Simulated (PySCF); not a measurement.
## C₆ coefficients of unlike pairs at UHF

Calculated with PySCF 2.14 from the dipole response of each species, C₆(A,B) = (3/π) ∫ α_A(iu) α_B(iu) du, in atomic units, from isotropic polarisabilities. For ions this is the dispersion term alone; charge-induced terms of lower order in 1/R come first.

```tsv
species	configuration	basis	relativity	α (bohr³)	C₆ (like pair)
Tc(3+)	[Kr] 4d4 (5D)	aug-cc-pVDZ-PP with ECP28MDF (5s5p4d2f)	core potential	5.096	22.81
Ta(2+)	[Xe] 4f14 5d3 (4F)	def2-TZVPPD with the def2 core potential (60 electrons) (6s5p3d2f1g)	core potential	12.76	71.47
Mg(2+)	[Ne] (1S)	aug-cc-pVDZ-DK (5s4p2d)	spin-free X2C	0.1218	0.02749
Si+	[Ne] 3s2 3p1 (2P)	aug-cc-pwCVDZ (6s5p3d)	none	19.71	107.1
```

Estimate C₆ for Mg(2+) with Ta(2+).

The integral gives 1.219. The combination rule 2 C_A C_B / (C_A α_B/α_A + C_B α_A/α_B) gives 1.103 and the geometric mean 1.402.

No spin-orbit coupling is included.

The other pairs:

| pair | C₆ |
| --- | --- |
| Mg(2+), Tc(3+) | 0.7565 |
| Si+, Mg(2+) | 1.186 |
| Si+, Ta(2+) | 83.23 |
| Si+, Tc(3+) | 42.08 |
| Ta(2+), Tc(3+) | 39.21 |
